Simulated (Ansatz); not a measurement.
Input for Ansatz (an electronic-structure program): R-r2SCAN/def2-TZVPP on O2Si2.

Ansatz 0.2 input:
```yaml
crystal:
  periodic: [false, false, false]
  atoms:
    - {symbol: Si, position_ang: [1.22975773, 0.00000000, -0.00000000]}
    - {symbol: O, position_ang: [0.00000000, 1.17273249, 0.00000000]}
    - {symbol: Si, position_ang: [-1.22975773, 0.00000000, -0.00000000]}
    - {symbol: O, position_ang: [-0.00000000, -1.17273249, 0.00000000]}
basis:
  gaussian:
    orbitals: def2-TZVPP
hamiltonian:
  xc: {name: r2SCAN}
scf: {lower_state_search: off}
```

Output:

```
WARN ansatz: RAYON_NUM_THREADS=4 ignored (pool sized by the plan → 4); use --threads N
Functional definition: r2SCAN
these checks for a lower state are left out or cut short: stability, starts, cluster_reference, orbital_swaps, neighbouring_geometries, increment
integrals: 0.07 GiB planned
878 factors; their error is unknown
mean field: 0.50 GiB planned
mean field evaluation 1: about -19839.0777 eV, gradient 8.3e1 eV
mean field evaluation 2: about -19739.6923 eV, gradient 2.0e2 eV
mean field evaluation 4: about -19850.3822 eV, gradient 3.6e0 eV
mean field evaluation 8: about -19850.4020 eV, gradient 6.4e-2 eV
mean field evaluation 16: about -19850.3701 eV, gradient 4.7e-6 eV
mean field -19850.37012301 eV, -729.4876469563 hartree, gradient 6.8e-7 eV, S^2 0.000000; 0 other end points of the search recorded, 0 dependent functions left out
reference -19850.37013213 eV, -729.4876472918 hartree; 22, 22 occupied and 124, 124 virtual orbitals, 878 factors
Total energy: -19850.37013213 eV, -729.4876472918 hartree
Checks for a lower state left out: stability, starts, cluster_reference, orbital_swaps, neighbouring_geometries, increment
```

Self-consistency was reached.

Cost: roughly 4 core-seconds.
